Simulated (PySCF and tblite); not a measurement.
Results of a calculation; reference values are marked as such.
C6H10O2, numbered as in [O:1]=[CH:2][C@H:3]1[CH2:4][CH2:5][CH2:6][CH2:7][O:8]1.

Free energies: PBE0-D3(BJ)/def2-TZVP on PBE0-D3(BJ)/def2-SVP structures plus GFN2-xTB thermal terms, symmetry and mirror images included. Conformers within 4 kcal/mol (GFN2-xTB free energy) were kept, 5 at most. Of two unlike H on one atom, a is the less shielded (PBE0/pcSseg-1). Programs: PySCF with density fitting and tblite.

An NOE distance is ⟨r⁻⁶⟩^(−1/6) over all pairs of like atoms and, for the average, over conformers.

Torsions listed: O1–C2–C3–O8. The 6-ring runs over atoms 3–4–5–6–7–8.

| conformer | shape | weight % |
| --- | --- | --- |
| 1 | 6-ring chair (all substituents equatorial); 161° | 87.0 |
| 2 | 6-ring chair (C2 axial); 155° | 9.3 |
| 3 | 6-ring chair (all substituents equatorial); 3° | 2.4 |
| 4 | 6-ring chair (C2 axial); 5° | 1.3 |

(1) Which H–H contacts under 3.5 Å would NOEs report (pairs on one atom left out) at 298.15 K?

Answers

(1) 
```tsv
pair	in 1 (Å)	in 2 (Å)	in 3 (Å)	in 4 (Å)	average (Å)
H3 ··· H4a	2.45	2.40	2.46	2.39	2.45
H3 ··· H7b	2.41	4.02	2.41	4.02	2.45
H6a ··· H7a	2.46	2.47	2.46	2.47	2.46
H6b ··· H7b	2.47	2.48	2.47	2.46	2.47
H4b ··· H5a	2.49	2.45	2.48	2.49	2.48
H4a ··· H5b	2.49	2.47	2.47	2.48	2.48
H5b ··· H6b	2.48	2.49	2.47	2.49	2.48
H5a ··· H6a	2.48	2.48	2.48	2.48	2.48
H6b ··· H7a	2.53	3.07	2.54	3.07	2.57
H5a ··· H6b	2.56	3.08	2.56	3.07	2.59
H4a ··· H5a	2.57	3.07	2.55	3.08	2.60
H3 ··· H5b	2.61	4.29	2.62	4.29	2.66
H5b ··· H7b	2.65	4.32	2.65	4.32	2.70
H4b ··· H6a	2.66	4.32	2.66	4.33	2.71
H2 ··· H3	2.75	2.65	2.48	2.47	2.72
H3 ··· H4b	3.06	2.53	3.06	2.54	2.96
H6a ··· H7b	3.07	2.52	3.07	2.54	2.96
H5b ··· H6a	3.07	2.55	3.07	2.55	2.97
H4b ··· H5b	3.07	2.57	3.07	2.55	2.98
H2 ··· H4b	3.54	3.77	3.07	2.48	3.49
```

Longer pairs under the limit may be missing.
